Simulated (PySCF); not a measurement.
The multiplicity is imposed and other spin states were not computed.

B3LYP has the VWN-RPA correlation part, as in Gaussian. 

Cartesian coordinates (Å):
```xyz
13

Cd    -0.0815     0.2132    -0.1019
N      1.5643     0.7188     0.9517
H      1.5456     1.7100     1.2294
H      2.4244     0.6035     0.3969
N     -1.6677    -0.5588    -1.0761
C     -2.2293     0.0954    -2.2352
C     -2.6182    -1.4118    -0.3991
H     -2.5957    -0.6559    -2.9806
H     -3.1073     0.7571    -2.0061
H     -1.4730     0.7208    -2.7538
H     -3.5286    -0.8727    -0.0226
H     -2.9957    -2.2128    -1.0849
H     -2.1568    -1.9246     0.4703
```
Charge 0, spin multiplicity 1.

Q: Predict the HOMO–LUMO gap, HOMO and dipole moment from B3LYP-D3(BJ)/def2-TZVP // PBE-D3(BJ)/def2-SVP (PySCF).

A: 
```
Item             Result
-------------  --------
HOMO–LUMO gap   4.35 eV
HOMO           -5.38 eV
dipole moment    1.28 D
```
